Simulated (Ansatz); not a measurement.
CH$_{5}$GaOSi, relaxed with RKS PBE0-D4/def2-TZVP in Ansatz 0.2.0 from a PBE-D4/def2-SVP geometry. The force threshold is 0.005 eV/Å; the program also tests the step.

Total charge 0; spin multiplicity 1. The bonds changed during the relaxation, so this is another structure than the one it started from.

Start:

```xyz
9

C     0.050    0.557    0.673
O     1.397    0.180    0.729
Ga    3.086   -0.477    0.599
Si   -0.834   -0.370   -0.748
H    -0.472    0.339    1.637
H    -0.055    1.659    0.515
H    -0.724   -1.853   -0.511
H    -0.155   -0.043   -2.051
H    -2.292    0.009   -0.842
```

| step | energy (eV) | largest force (eV/Å) | largest move (Å) |
| --- | --- | --- | --- |
| 1 | -63409.2667 | 0.526 | 0.000 |
| 2 | -63409.2945 | 0.219 | 0.022 |
| 3 | -63409.2988 | 0.053 | 0.014 |
| 4 | -63409.2989 | 0.030 | 0.003 |
| 5 | -63409.2989 | 0.009 | 0.001 |
| 6 | -63409.2989 | 0.001 | 0.001 |

End:

```xyz
9

C     0.043    0.552    0.664
O     1.388    0.180    0.725
Ga    3.052   -0.468    0.597
Si   -0.825   -0.367   -0.741
H    -0.461    0.334    1.616
H    -0.050    1.636    0.509
H    -0.722   -1.834   -0.511
H    -0.158   -0.044   -2.031
H    -2.264    0.011   -0.829
```

Run time 18 s (4 threads of an Arm Neoverse V2 on a shared host); peak host memory 0.46 GiB.
